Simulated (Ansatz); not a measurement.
`[SnH3][CH2]C1=CC1` → `C#[C][SnH]([CH3])[CH3]`  (isomerisation)

Program: Ansatz. Geometries: PBE0-D4/def2-TZVP. ΔE: electronic, gas phase. CBS: MP2 limit from def2 TZ/QZ plus the TZ coupled-cluster correction, frozen cores. DFT in def2-TZVPP. def2 core potentials past Kr. For Sn outer-core shells are correlated without core-valence functions, which leaves a few kJ/mol of doubt a bond. One conformer a species, not always the lowest.

Task: Is it downhill or uphill in electronic energy at CCSD(T)/CBS, and by how much? (An estimate is asked.)

Result: Computed: Downhill: ΔE = -1.59 eV.

Task: What do these levels give: PBE-D4, r2SCAN-D4, PBE0-D4, ωB97X-V, PBE, HF/def2-TZVPP, MP2/def2-TZVPP, SCS-MP2/def2-TZVPP, CCSD/def2-TZVPP, SCS-MP2/def2-QZVPP, HF/CBS(def2), MP2/CBS(def2)? (Estimate.)

Result: Computed: PBE-D4 -1.06, r2SCAN-D4 -1.22, PBE0-D4 -1.07, ωB97X-V -1.24, PBE -1.09, HF/def2-TZVPP -1.58, MP2/def2-TZVPP -1.57, SCS-MP2/def2-TZVPP -1.60, CCSD/def2-TZVPP -1.54, SCS-MP2/def2-QZVPP -1.63, HF/CBS(def2) -1.59, MP2/CBS(def2) -1.62 eV.

Largest T1 diagnostic among the species: 0.012.

The D4 term adds +0.04 eV with B3LYP and +0.02 eV with PBE0; it sums over pairs of atoms, weighted by their polarisabilities, and B3LYP, whose exchange is more repulsive, gets the larger term.

B3LYP here is the variant with VWN-RPA as its local correlation; programs differ in this.
